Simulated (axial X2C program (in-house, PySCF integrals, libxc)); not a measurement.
# Correcting the dissociation energy of CI⁺ for spin–orbit coupling

A spin-free PBE0 curve (one-electron X2C) was computed with an in-house relativistic program for diatomic molecules, basis I dyall-cv3z [11s12p8d4f1g], C dyall-v3z [7s6p2d1f] (cores contracted in-house), for the state M_S = 0, Λ = 0 (closed shell). It gives D0 = 4.937 eV to I+ + C, which in a spin-free picture are the weighted means of the ground terms.

Measured levels of the ground terms (NIST Handbook of Basic Atomic Spectroscopic Data), in cm⁻¹: I+ 3P: J = 2 at 0, J = 0 at 6447.9, J = 1 at 7087; C 3P: J = 0 at 0, J = 1 at 16.4, J = 2 at 43.4.

The molecular state has Λ = 0, so it has no first-order lowering.

How far does each ground level lie under the (2J+1)-weighted mean of its term?

I+: (5 × 0 + 1 × 6447.9 + 3 × 7087)/9 = 3079 cm⁻¹; C: (1 × 0 + 3 × 16.4 + 5 × 43.4)/9 = 30 cm⁻¹.

Correct D0.

D0 = 4.937 + (0 − 3109)/8065.5 = 4.552 eV at PBE0 with these spin–orbit terms.

Second-order spin–orbit effects in the molecule, which grow quickly with Z, are left out. One determinant describes the state; a PBE0 search over occupations chose it and may have missed a lower one. De is counted from the lowest determinant-based energies of the atoms at the same level, without counterpoise correction.
